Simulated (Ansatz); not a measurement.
System: CH5BNO2, net charge 0, doublet state. SMILES: CNB([O])O
Structure (B3LYP-D3(BJ)/def2-TZVP (Ansatz, an electronic-structure program) minimum search):
```
N
H 1 1.0100
C 1 1.4468 2 115.40
H 3 1.0874 1 109.21 2 179.69
H 3 1.0940 4 108.64 1 -119.92
H 3 1.0953 4 108.99 5 -117.17
B 1 1.4523 2 115.79 3 157.76
O 7 1.3310 1 112.77 2 -20.31
O 7 1.3758 8 128.58 1 175.27
H 9 0.9622 7 112.43 8 -3.40
```
Charge 0, spin multiplicity 2.

Wanted: enthalpy of formation at 298 K, in kcal/mol. Set-up: 6-311+G** with 5d; six Cartesian d functions in 6-31G* and its kin unless marked 5d; dispersion terms only where a functional's name holds one; non-relativistic; LANL2DZ all-electron up to Ne; open shells spin-unrestricted; spin-orbit terms left out. First-principles rows: single points at B3LYP-D3(BJ) geometries (Ansatz), with unscaled harmonic terms from B3LYP/6-31G* (Ansatz) at its own minima, enthalpies of formation by atomisation with measured atoms.

| level | program | enthalpy of formation at 298 K (kcal/mol) |
|---|---|---|
| PBE/STO-3G | Ansatz | -260.3 |
| PBE/3-21G | Ansatz | -129.4 |
| PBE/LANL2DZ | Ansatz | -105.5 |
| PBE/6-31G* | Ansatz | -145.5 |
| PBE/def2-SVP | Ansatz | -158.3 |
| PBE/6-311+G** | Ansatz | -142.6 |
| PBE/def2-TZVPD | Ansatz | -147.4 |

No value to compare with is used here. The 6 habitual levels span -260.3 (PBE/STO-3G) to -105.5 kcal/mol (PBE/LANL2DZ); PBE/def2-TZVPD gives -147.4.

The sets are all those run for this method; left out are runs that failed, that the program found above a lower state of the same kind, or whose <S^2> lies over 0.5 above the pure value.
